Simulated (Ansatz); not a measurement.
Start from `OB(O)[Te][SiH3]` and change one atom or group to get `OCB(O)O`.

Ansatz, PBE0-D4/def2-TZVP geometries, multiplicity 1. Each molecule was computed in one conformer, which needn't be the lowest.

Elements past krypton have def2 core potentials.

```
                                          property  `OB(O)[Te][SiH3]`
              HOMO–LUMO gap (PBE0/def2-TZVPP) / eV               6.01
           HOMO–LUMO gap (ωB97M-V/def2-TZVPP) / eV               9.74
               HOMO–LUMO gap (PBE/def2-TZVPP) / eV               4.20
size of the dipole moment (ωB97M-V/def2-TZVPP) / D               1.67
                 HOMO energy (PBE/def2-TZVPP) / eV              -5.53
  size of the dipole moment (B3LYP/def2-TZVPP) / D               1.56
```

Give the same properties after the change, and the shifts. (An estimate is asked.)

Computed: 
```csv
property,`OCB(O)O`,shift
HOMO–LUMO gap (PBE0/def2-TZVPP) / eV,8.88,2.87
HOMO–LUMO gap (ωB97M-V/def2-TZVPP) / eV,12.68,2.94
HOMO–LUMO gap (PBE/def2-TZVPP) / eV,6.31,2.11
size of the dipole moment (ωB97M-V/def2-TZVPP) / D,1.38,-0.29
HOMO energy (PBE/def2-TZVPP) / eV,-6.45,-0.92
size of the dipole moment (B3LYP/def2-TZVPP) / D,1.38,-0.18
```

With PBE0 the HOMO falls by 1.62 eV and the LUMO rises by 1.25 eV, so the gap widens by about 2.87 eV. PBE moves the HOMO by -0.92 eV and ωB97M-V by -2.04 eV. Dipoles are sizes alone; their direction can turn.

B3LYP here is the variant with VWN-RPA as its local correlation; programs differ in this.

Spin–orbit coupling is left out; it splits and shifts lone-pair levels of the heavy atoms by tenths of an eV.
